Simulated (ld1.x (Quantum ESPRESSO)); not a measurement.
Results of a calculation; reference values are marked as such.
# Potentials for sulfur compared

Generated with ld1.x 7.5 (TM, RRKJ, ultrasoft, PAW), atompaw 4.2 or ONCVPSP 4.0.1. The cutoff is in Ry: for ld1.x and atompaw files where the sum of valence levels is converged to 10 mRy in a Bessel basis, for ONCV files where the hardest occupied wave has 1 mHa per electron of residual kinetic energy. The error is the largest all-electron minus pseudo excitation energy over each file’s own four to seven test configurations (ionisations up to +4, promotions, holes and added fractions of an electron), all of which were solved. The labels leave out finer settings (local radius, basis sizes, second energies), which also bear on the numbers. Spin-polarised tests are not counted. The rows are a selection from randomly drawn settings: files with unsolved tests, undetermined cutoffs or missed reference levels are left out.

A true bound ghost makes a file unfit for plane-wave use even where its test errors are small: the radial tests pick states by their node count and pass the ghost by.

| potential | cutoff (Ry) | largest error (meV) | bound ghosts |
| --- | --- | --- | --- |
| TM semilocal, PBE, scalar-relativistic, rc 1.15/1.30 (sp), local s, core correction yes, reference 3s2 3p4 | 60 | +182 | none |
| TM semilocal, PBE, scalar-relativistic, rc 1.30/1.15/1.20 (spd), local p, core correction no, reference 3s2 3p4 | 80 | +140 | none |
| ultrasoft, PBE, scalar-relativistic, rc 1.45/1.35/1.30 (spd), local smoothed, core correction no, reference 3s2 3p4 | 15 | +40 | none |
| TM, LDA (PZ), non-relativistic, rc 1.15/1.70/1.90 (spd), local s, core correction yes, reference 3s2 3p3.75 | 55 | +227 | none |

Task: Fill in the row for S: TM, PBEsol, non-relativistic, rc 1.15/1.30/1.05 (spd), local smoothed, core correction no, reference 3s2 3p3.75.

Result: cutoff 60 Ry, largest error +389 meV, bound ghosts: none.

Task: Fill in the row for S: TM, PBE, non-relativistic, rc 1.00/1.15 (sp), local smoothed, core correction no, reference 3s1 3p5.

Result: cutoff 90 Ry, largest error +37 meV, bound ghosts: s.

Task: Fill in the row for S: TM semilocal, LDA (PZ), scalar-relativistic, rc 1.02/1.75 (sp), local s, core correction yes, reference 3s2 3p4.

Result: cutoff 80 Ry, largest error +273 meV, bound ghosts: none.
